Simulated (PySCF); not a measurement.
## Correlation energy of O²⁺ (oxygen, charge +2)

[He] 2s2 2p2, high-spin 3P determinant. Calculation: PySCF 2.14, in x2c-TZVPall (5s3p2d1f, 31 functions); scalar relativity by spin-free X2C-1e. Frozen: 1s2; 4 electrons correlated.

MP2 pair energies summed by pair of shells (mhartree):

```
 pair  energy  share (%)
2s-2p  -44.54       60.7
2s-2s  -21.52       29.3
2p-2p   -7.36       10.0
```

Total MP2 correlation energy: -73.42 mhartree.

Same-spin part -12.48 and opposite-spin part -60.94 mhartree; SCS-MP2 scales them by 1/3 and 6/5 to -77.29 mhartree.

```json
{"level": "CCSD", "correlation energy (mhartree)": "-95.21"}
{"level": "(T)", "correlation energy (mhartree)": "-1.28"}
{"level": "CCSD(T)", "correlation energy (mhartree)": "-96.49"}
```

Diagnostics: T1 = 0.0046, D1 = 0.0096, largest double amplitude 0.122.

Is a single reference adequate?

Mostly. T1 lies below 0.03, but a double amplitude of this size points to a near-degeneracy that CCSD handles and MP2 describes poorly.
